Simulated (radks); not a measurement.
The mean radii <r> (bohr) of the occupied orbitals of an atom or ion are listed with their occupations. All-electron calculation, scalar-relativistic Kohn-Sham, SCAN, spin-polarised, spherical densities, finite nucleus; meta-GGA in the generalised Kohn-Sham scheme; Fermi nuclear charge, rms radius of each element as measured or else 0.836 A^(1/3) + 0.57 fm. Program: a radial shooting solver on a logarithmic mesh with Libxc functionals.

| orbital | occ. | <r> |
|---|---|---|
| 1s | 2 | 0.04550 |
| 2s | 2 | 0.2025 |
| 2p | 6 | 0.1772 |
| 3s | 2 | 0.5963 |
| 3p | 6 | 0.6141 |
| 3d | 10 | 0.6587 |

Name the element and its charge. Open shells, if any, are filled with parallel spins first.

Answer. Z = 33, arsenic, charge +5: As5+ in [Ar] 3d10. The 1s radius gives Z: for a bare nucleus <r> = (2 gamma + 1)/(2Z) with gamma = sqrt(1 - (Z/c)^2), 0.04456 bohr for Z = 33, and screening makes it slightly larger (0.04550 here). The occupations add up to 28, and the charge is Z minus that.
